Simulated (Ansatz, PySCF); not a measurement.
This PySCF input computes a SVWN5/def2-TZVPD energy:

```python
from pyscf import gto, scf, dft

mol = gto.M(
    atom='''
    Si    1.35560554   -0.04301608    0.06364557
    Si   -1.02163773    0.03757317   -0.06413601
    H    -1.62000933    1.38029313   -0.29021330
    H    -1.39716893   -0.39628784    1.31666715
    H    -1.65837119   -0.90780453   -1.01958768
    ''',
    basis='def2-tzvpd',
    charge=0,
    spin=1,
    verbose=4,
)

mf = dft.UKS(mol, xc='svwn').density_fit(auxbasis='def2-universal-jkfit')
mf.grids.level = 3
mf.conv_tol = 1e-9
mf.max_cycle = 100
mf.max_memory = 1500
mf.kernel()
if not mf.converged:
    mf = mf.newton()
    mf.kernel(mf.make_rdm1())
for _ in range(2):
    mo, _, stable, _ = mf.stability(return_status=True)
    if stable:
        break
    mf.kernel(mf.make_rdm1(mo, mf.mo_occ))
mf.analyze()
```

Problem. Write an input for the same energy in Ansatz (a first-principles code) and say what it gives.

Solution. 
Ansatz 0.2 input:
```yaml
crystal:
  periodic: [false, false, false]
  atoms:
    - {symbol: Si, position_ang: [1.35560554, -0.04301608, 0.06364557]}
    - {symbol: Si, position_ang: [-1.02163773, 0.03757317, -0.06413601]}
    - {symbol: H, position_ang: [-1.62000933, 1.38029313, -0.29021330]}
    - {symbol: H, position_ang: [-1.39716893, -0.39628784, 1.31666715]}
    - {symbol: H, position_ang: [-1.65837119, -0.90780453, -1.01958768]}
basis:
  gaussian:
    orbitals: def2-TZVPD
hamiltonian:
  xc: {name: SVWN5}
magnetization: {spin_polarized: true, initial_magnetization: 1}
output: {forces: true}
```
It gives -578.35527 Eh, and PySCF -578.35533 Eh, a difference of 0.06 mEh, from the treatment of integrals and grids.

It need not be the lowest isomer of its formula.
